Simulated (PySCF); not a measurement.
Predicted microwave data (CAM-B3LYP/def2-SVPD in PySCF (dipole) on a GFN2-xTB geometry, gas phase) for one isomer of C7H9N:

| Quantity | Value |
| --- | --- |
| Rotational constants | A = 3026, B = 1878, C = 1297 MHz |
| Dipole components | \|μa\| = 4.00 D, \|μb\| = 0.22 D, \|μc\| = 1.17 D |
| Inertial defect | -46.51 u·Å² |
| κ | -0.33 |

Question: Which candidate fits, each taken in the one conformer that was computed?
A. `[CH:1]#[C:2][CH2:3][C@@H:4]([CH3:5])[CH2:6][C:7]#[N:8]` with C2–C3–C4–C5 175°, C3–C4–C6–C7 -63°
B. `[CH3:1][CH2:2][c:3]1[cH:4][cH:5][n:6][cH:7][cH:8]1` with C1–C2–C3–C4 89° (4-ethylpyridine)
C. `[CH2:1]=[CH:2][C@@H:3]([C:4]#[C:5][CH3:6])[N:7]=[CH2:8]` with C1–C2–C3–C4 14°, C2–C3–N7–C8 -126°
D. `[CH3:1][C@@H:2]1[CH:3]=[CH:4][CH2:5][C@H:6]1[C:7]#[N:8]` with C1–C2–C3–C4 -130°, C3–C4–C5–C6 9°, C4–C5–C6–C7 -136°, C1–C2–C6–C5 136°

Answer: D. It is C[C@@H]1C=CC[C@H]1C#N, an asymmetric top, point group C1. The candidates at the same level (rigid rotor, commonest isotopes):

```
               SMILES  A (MHz)  B (MHz)  C (MHz)  μa (D)  μb (D)  μc (D)  Δ (u·Å²)  point group           rotor
C[C@@H]1C=CC[C@H]1C#N     3026     1878     1297    4.00    0.22    1.17    -46.51           C1  asymmetric top
    C#CC[C@@H](C)CC#N     2788     1506     1166    1.84    2.70    2.13    -83.34           C1  asymmetric top
           CCc1ccncc1     4776     1499     1257    2.79    0.00    0.44    -40.98           Cs  asymmetric top
   C=C[C@@H](C#CC)N=C     2491     1554     1025    2.15    0.23    0.40    -35.28           C1  asymmetric top
```

`CCc1ccncc1` has A 58 % too high; `C#CC[C@@H](C)CC#N` has B 20 % too low; `C=C[C@@H](C#CC)N=C` has C 21 % too low. No structure here is proved a minimum.
